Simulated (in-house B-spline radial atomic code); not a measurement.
Atomic self-consistent-field run: Sm. Level of theory: Dirac-Kohn-Sham RPBE, spherical fractional occupations, Fermi nucleus of rms radius 5.0819 fm; calculated with a radial B-spline atomic code at the basis-set limit.

Command:
```bash
python run_scf.py task.json out
```
Settings (nuclear radius in fm, mass in u):
```
Z                62
configuration    [Xe] 4f6 6s2
hamiltonian      dirac
method           rpbe,pbe
spin_polarised   False
nucleus          fermi
rms_radius       5.0819
atomic_mass      151.91974
speed_of_light   137.035999084
```

Output (hartree, bohr):
```
 radial grid: 77 intervals, B-splines of order 8, outer radius 50 bohr

 iter        energy (Eh)    residual
    1      -10411.739796    5.97e-01
    2      -10411.754277    8.78e-01
    3      -10433.543805    1.13e-01
    4      -10434.118358    4.63e-02
    5      -10434.181350    3.85e-02
    6      -10434.207659    1.08e-02
    7      -10434.216778    3.06e-03
    8      -10434.217184    7.00e-04
    9      -10434.217199    6.63e-05
   10      -10434.217199    4.08e-06
   11      -10434.217199    4.57e-07

 total energy                    -10434.21720
 kinetic                           11312.3743
 electron-nucleus                 -25564.9452
 Hartree                            4055.1143
 exchange-correlation               -236.7606

 first-order corrections (not in the total)
   Gaunt                            10.3997
   retardation                      -1.0916
   frequency dependence             -0.1316
   self-energy                       7.2377
   Uehling                          -1.1336
   Wichmann-Kroll                    0.0340
   recoil                            0.0244

 orbital      occ     eigenvalue          <r>       <r^2>       <1/r>     <1/r^3>       r_max    small
 1s1/2      2.000     -1713.5550    0.0227416 0.000704814     68.8166           -     0.01449  5.31e-02
 2s1/2      2.000      -279.8882    0.0964894   0.0110487     16.3545           -     0.08231  1.17e-02
 2p1/2      2.000      -265.2838    0.0807322  0.00804888     16.3335           -     0.06237  1.17e-02
 2p3/2      4.000      -243.1321    0.0873574  0.00929133     14.5582     8902.48       0.068  1.09e-02
 3s1/2      2.000       -61.3249     0.254506   0.0741465     5.94553           -      0.2338  3.66e-03
 3p1/2      2.000       -55.0416      0.24417   0.0693257     5.85957           -      0.2209  3.60e-03
 3p3/2      4.000       -50.5555     0.256898   0.0765265      5.4127     1867.09      0.2329  3.38e-03
 3d3/2      4.000       -39.6660      0.22859   0.0615625     5.28625     309.503      0.1857  3.26e-03
 3d5/2      6.000       -38.6917     0.232564   0.0635834      5.1742     277.323      0.1891  3.19e-03
 4s1/2      2.000       -12.1881     0.579095    0.378651     2.47589           -      0.5398  1.15e-03
 4p1/2      2.000        -9.7787     0.593248    0.400588     2.36967           -      0.5457  1.08e-03
 4p3/2      4.000        -8.7949     0.622105    0.440283     2.21951      417.31      0.5712  9.99e-04
 4d3/2      4.000        -4.8317     0.664708    0.513041     1.99914     57.2444      0.5829  8.39e-04
 4d5/2      6.000        -4.6559     0.675032    0.529002      1.9618     50.7365      0.5912  8.18e-04
 5s1/2      2.000        -1.5879      1.41099     2.24079    0.942057           -       1.263  2.39e-04
 5p1/2      2.000        -0.9450       1.5939     2.88899    0.825401           -       1.383  1.87e-04
 5p3/2      4.000        -0.8157      1.69021     3.25292    0.771677     54.6941       1.459  1.67e-04
 4f5/2      2.571        -0.1013      1.00695     1.42706     1.36534     6.27089      0.6109  4.37e-04
 4f7/2      3.429        -0.0815      1.02972     1.51319     1.34507     6.02539       0.616  4.27e-04
 6s1/2      2.000        -0.1296      4.36515     21.6971    0.286899           -       3.724  2.35e-05
```

Run time, properties included: 3.1 s on 1 thread of Arm Neoverse V1, on a shared host.

For the Dirac Hamiltonian the kinetic term is c α·p + (β - 1)c².
